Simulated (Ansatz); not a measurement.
This geometry of BGeH₅S (8 atoms, charge 0, multiplicity 1) is a first-order saddle point.

These are results of RHF/def2-SVP in Ansatz, not measurements.

```xyz
8
Properties=species:S:1:pos:R:3
B -1.051 1.034 -0.581
Ge 0.651 -0.122 -0.247
S -0.146 -1.836 1.012
H -1.878 0.667 -1.366
H -1.260 2.028 0.052
H 1.747 0.558 0.584
H 1.287 -0.705 -1.515
H 0.649 -1.624 2.062
```

Which two structures does it join? (They come from a converged band through this point; their orientation in space is the band's.)

No bond is made or broken. The dihedral H6–Ge2–S3–H8 goes from -58 to 62°.

First end point:

```xyz
8
Properties=species:S:1:pos:R:3
B -1.008 1.074 -0.777
Ge 0.544 -0.008 0.106
S -0.312 -1.896 0.983
H -2.126 0.650 -0.825
H -0.777 2.148 -1.258
H 1.230 0.795 1.223
H 1.619 -0.379 -0.930
H 0.829 -2.384 1.478
```

Last end point:

```xyz
8
Properties=species:S:1:pos:R:3
B -1.025 0.888 -0.530
Ge 0.790 -0.109 -0.272
S 0.287 -1.894 1.024
H -1.636 0.825 -1.557
H -1.505 1.487 0.390
H 1.876 0.731 0.417
H 1.376 -0.733 -1.542
H -0.164 -1.196 2.071
```

How far does it lie above each of them?

0.035 eV above the first and 0.031 eV above the second. This is the barrier of this one path; another mechanism may lie lower.

Run time: 3.7 min on 1 thread of Intel(R) Xeon(R) Platinum 8375C CPU @ 2.90GHz (Ice Lake) (shared host), peak memory 0.18 GiB.
